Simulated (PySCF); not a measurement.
Broadened absorption spectrum of H6O3Si3

Compound: H₆O₃Si₃.
SMILES: `O[SiH]1O[SiH2][SiH2]O1`

Level of theory: TDDFT CAM-B3LYP/def2-SVPD, vertical, gas phase, core orbitals frozen in the response (PySCF). Geometry: GFN2-xTB, one conformer, isolated molecule.

Each state is given a Gaussian of 0.4 eV full width at half maximum, with ε(max) = 2.175×10⁸ f / Δν̃ (Δν̃ the width in cm⁻¹). The cross-section is σ = 3.8235×10⁻²¹ ε cm², given in Mb (10⁻¹⁸ cm²). The width is an assumption, not a result. The curve ends short of the highest state used, and states not computed would add to its high-energy end.

```
E (eV)  σ (Mb)
  5.51    0.01
  5.54    0.02
  5.58    0.05
  5.62    0.10
  5.66    0.19
  5.70    0.35
  5.73    0.52
  5.77    0.85
  5.81    1.32
  5.85    1.93
  5.89    2.68
  5.93    3.51
  5.96    4.15
  6.00    4.94
  6.04    5.56
  6.08    5.92
  6.12    5.97
  6.15    5.79
  6.19    5.29
  6.23    4.58
  6.27    3.74
  6.31    2.90
  6.34    2.31
  6.38    1.62
  6.42    1.08
  6.46    0.68
  6.50    0.41
  6.54    0.23
  6.57    0.15
  6.61    0.09
  6.65    0.06
  6.69    0.06
  6.73    0.09
  6.76    0.13
  6.80    0.22
  6.84    0.38
  6.88    0.64
  6.92    1.06
  6.96    1.68
  6.99    2.31
  7.03    3.41
  7.07    4.85
  7.11    6.60
  7.15    8.65
  7.18   10.34
  7.22   12.76
  7.26   15.34
  7.30   18.11
  7.34   21.14
  7.38   24.51
  7.41   27.30
  7.45   31.28
  7.49   35.36
  7.53   39.11
  7.57   42.00
  7.60   43.28
```

Question: Locate the maxima and give the states behind the curve.

Answer: 203 nm (6.11 eV), ε about 1600, made up of S1 (100%) (ε in L mol⁻¹ cm⁻¹; maxima over ε = 5, shares over 10%). At its high-energy end, 7.60 eV, the curve is still rising (ε about 11000, from S5). The states used: S1 6.11 eV (f 0.023); S2 6.90 eV (f 0.0001); S3 7.15 eV (f 0.0027); S4 7.32 eV (f 0.047); S5 7.64 eV (f 0.159); S6 7.73 eV (f 0.0004); S7 8.15 eV (f 0.119); S8 8.20 eV (f 0.046).

Question: Coming from long wavelengths, where does ε first pass 100 L mol⁻¹ cm⁻¹?

Answer: At about 217 nm (5.71 eV), 0.40 eV below S1.

Question: What would ε be at 6.11 eV, the highest of these maxima, with half the width (0.2 eV)?

Answer: About 3130 L mol⁻¹ cm⁻¹ against 1570, a factor of about 2.00; a lone state at its own centre would give exactly 2.

Question: On this curve, what absorbance would a 10⁻⁵ mol/L sample give at 193 nm over a 1 cm path?

Answer: 193 nm is 6.424 eV, where ε is about 270 L mol⁻¹ cm⁻¹, so A = ε c l ≈ 0.0027 (Beer–Lambert, with the gas-phase spectrum and the assumed width).
